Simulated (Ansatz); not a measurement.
Stepwise reaction of `[NH]=[Ta]([NH2])([Cl])[Cl]` with ammonia, as a gas-phase model of exchange steps in deposition or etching. ΔE in kJ/mol; ΔG adds harmonic PBE0-D4 terms to CCSD(T)/CBS, at 1 bar.

Program: Ansatz. Geometries: PBE0-D4/def2-TZVP. ΔE: electronic, gas phase. CCSD(T)/CBS adds triple-zeta CCSD(T) − MP2 to the extrapolated MP2 energy (def2 sets, frozen cores). This one scheme is used for every species. Functionals use def2-TZVPP. B3LYP here is the variant with VWN-RPA as its local correlation; programs differ in this. def2 core potentials past Kr. For Ta outer-core shells are correlated without core-valence functions, which leaves a few kJ/mol of doubt a bond. One conformer a species, not always the lowest.

| step | reaction | PBE-D4 | B3LYP-D4 | ωB97M-V | CCSD(T)/CBS | ΔG(500 K) |
| --- | --- | --- | --- | --- | --- | --- |
| 1 | `[NH]=[Ta]([NH2])([Cl])[Cl]` + NH₃ → `[NH]=[Ta]([NH2])([NH2])[Cl]` + HCl | 79.6 | 79.4 | 78.8 | 79.1 | 70.0 |
| 2 | `[NH]=[Ta]([NH2])([NH2])[Cl]` + NH₃ → `[NH]=[Ta]([NH2])([NH2])[NH2]` + HCl | 101.5 | 101.3 | 100.3 | 100.6 | 91.6 |

(1) By hand: ΔE of the 2 steps together at CCSD(T)/CBS.

Answers

(1) (79.1) + (100.6) = 179.7 kJ/mol, or 89.8 kJ/mol a step.

In ΔE each step is higher than the one before. All are uphill at CCSD(T)/CBS. ΔG lies between 70.0 and 91.6 kJ/mol a step. PBE-D4 differs from CCSD(T)/CBS by 0.5 to 0.9 kJ/mol a step. Isolated molecules leave out the surface, adducts and barriers. Largest T1 diagnostic: 0.018.
